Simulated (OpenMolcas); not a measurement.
## Ho²⁺: CASPT2 settings compared

| Quantity | Value |
| --- | --- |
| Program | OpenMolcas |
| Basis | ANO-R2 [8s6p4d3f1g] |
| Scalar Hamiltonian | X2C, finite nucleus |
| Active space | 11 electrons in 7 orbitals (4f) |
| State averaging | 2S+1 = 4 odd, 35 roots (30 in the spin-orbit step); 2S+1 = 2 odd, 112 roots (56 in the spin-orbit step) |
| Spin-orbit coupling | RASSI with atomic mean-field integrals over the reference wave functions, term energies averaged over their components |

Methods on the same reference wave functions:
A. CASSCF
B. SS-CASPT2, IPEA 0.2 Eh, real shift 0.25 Eh (closed shells correlated: 4d 5s 5p)
C. SS-CASPT2, IPEA 0.75 Eh, imaginary shift 0.2 Eh (closed shells correlated: 5s 5p)
D. SS-CASPT2, IPEA 0.35 Eh, real shift 0.5 Eh (closed shells correlated: 5s 5p)
E. SS-CASPT2, IPEA 0.75 Eh, real shift 0.05 Eh (closed shells correlated: none)
F. XMS-CASPT2, IPEA 0.1 Eh, imaginary shift 0.15 Eh (closed shells correlated: 4d 5s 5p)

Energies in cm-1 above 4f11 4I* 15/2, the measured ground level; measured values from Martin, Zalubas and Hagan, Atomic Energy Levels: The Rare-Earth Elements, NSRDS-NBS 60 (1978); whole-number values converted from NIST levels in rydberg listed in Nahar, Atoms 12, 24 (2024).

```json
{"Level": "4f11 4I* 15/2", "A": "0.0", "B": "0.0", "C": "0.0", "D": "0.0", "E": "0.0", "F": "0.0", "Measured": "0.0"}
{"Level": "4f11 4I* 13/2", "A": "5540", "B": "5590", "C": "5570", "D": "5570", "E": "5560", "F": "5580", "Measured": "5439"}
{"Level": "4f11 4I* 11/2", "A": "9105", "B": "8780", "C": "8930", "D": "8880", "E": "8970", "F": "8900", "Measured": "8644"}
{"Level": "4f11 4I* 9/2 [61 %]", "A": "11603", "B": "10750", "C": "11160", "D": "11030", "E": "11270", "F": "11060", "Measured": "10770"}
{"Level": "4f11 4F* 9/2 [62 %]", "A": "17399", "B": "14140", "C": "15160", "D": "14800", "E": "15910", "F": "14710", "Measured": "13330"}
{"Level": "4f11 2H* 11/2 [69 %]", "A": "20512", "B": "17530", "C": "18600", "D": "18250", "E": "19060", "F": "18240", "Measured": "16891"}
{"Level": "4f11 4S* 3/2 [71 %]", "A": "21453", "B": "17380", "C": "18770", "D": "18270", "E": "19790", "F": "18180", "Measured": ""}
{"Level": "4f11 4F* 7/2", "A": "22734", "B": "19110", "C": "20260", "D": "19860", "E": "21180", "F": "19740", "Measured": "17867"}
{"Level": "4f11 4F* 5/2", "A": "24760", "B": "21000", "C": "22160", "D": "21770", "E": "23160", "F": "21610", "Measured": "19375"}
{"Level": "4f11 4F* 3/2 [64 %]", "A": "24800", "B": "20850", "C": "22100", "D": "21680", "E": "23110", "F": "21510", "Measured": ""}
{"Level": "4f11 2K* 15/2", "A": "29841", "B": "26520", "C": "27980", "D": "27570", "E": "28510", "F": "27270", "Measured": ""}
{"Level": "4f11 4G* 11/2", "A": "30051", "B": "25370", "C": "26620", "D": "26340", "E": "27870", "F": "25710", "Measured": ""}
{"Level": "4f11 2G* 7/2 [69 %]", "A": "30416", "B": "26410", "C": "27820", "D": "27380", "E": "28510", "F": "27180", "Measured": ""}
{"Level": "4f11 4G* 9/2 [60 %]", "A": "30616", "B": "26260", "C": "27500", "D": "27200", "E": "28600", "F": "26650", "Measured": "23882"}
```

Deviations, from unrounded energies. A percentage is the sum of absolute deviations over the sum of measured energies, with the sign that they share, or ± where signs differ.

```json
{"Against measurement": "mean absolute deviation (cm-1)", "Levels": "8", "A": "3300", "B": "870", "C": "1600", "D": "1400", "E": "2200", "F": "1300"}
{"Against measurement": "fine structure of the ground term (%)", "Levels": "3", "A": "+5.6", "B": "±1.2", "C": "+3.2", "D": "+2.5", "E": "+3.8", "F": "+2.8"}
{"Against measurement": "other terms of the ground configuration (%)", "Levels": "5", "A": "+27.0", "B": "+7.3", "C": "+13.5", "D": "+11.5", "E": "+18.1", "F": "+10.5"}
```

B lies closest to measurement on these levels and A furthest from it. The largest miss of B in the table is 4f11 4G* 9/2 [60 %], by +2400 cm-1. The ranking rests on the paired levels alone, and a cruder setting can come out closer through cancelling errors.

Among B to F the level of the table that moves most is 4f11 4G* 11/2, by 2500 cm-1 (lowest in B, highest in E). Moves below CASPT2's spread within the term are not significant.

The two smallest mean deviations differ by little beside CASPT2's spread within terms, so their order carries little weight.

From A to B the spin-free energies of the other terms of 4f11 shown, above 4I*, scale by factors of 0.78 to 0.86, as is usual when dynamic correlation screens the repulsion within a d or f shell.

The lowest spin-free term lies below A's lowest term by 1.322 hartree in B, 0.881 hartree in C, 0.888 hartree in D, 0.418 hartree in E, 1.337 hartree in F.

CASPT2 breaks the degeneracy within a term, and the mean is taken; among the terms shown or strongly mixed into the levels shown the widest spread is 1200 cm-1 (4f11 4I*, B). High states are left out of the spin-orbit mixing, which shifts the levels that they would mix with. Some levels mix across a computed gap that differs much from the measured one, so their mixing is not that of the real levels. The CASPT2 spread within a term exceeds the gap to the next term for 4f11 4S* and 4f11 4F*, 4f11 4G* and 4f11 2K*, so the order of their levels is uncertain, and so are names and mixing where such terms share a J (figures for B; the like holds for C, D, F). Without dynamic correlation excited terms often stand tens of per cent too high (terms of higher spin than the ground term too low), and those without a measured partner can miss by more than the paired ones (holds for A). Some terms miss by over 15 % even with CASPT2, which points to a basis or an active space too small for the shells correlated (holds for C; E). Computed and measured levels are paired by configuration, term and J; levels that our copy of the source lacks, or whose pairing is in doubt (as where it misses far off the trend of its configuration), stay unpaired and out of the deviations. Levels of configurations outside the active space are missing. Levels that lie high or do not pair safely by name in every column are left out.

A share in square brackets marks a mixed level and gives the weight of the term that names it, the lowest over the columns. * marks odd parity.
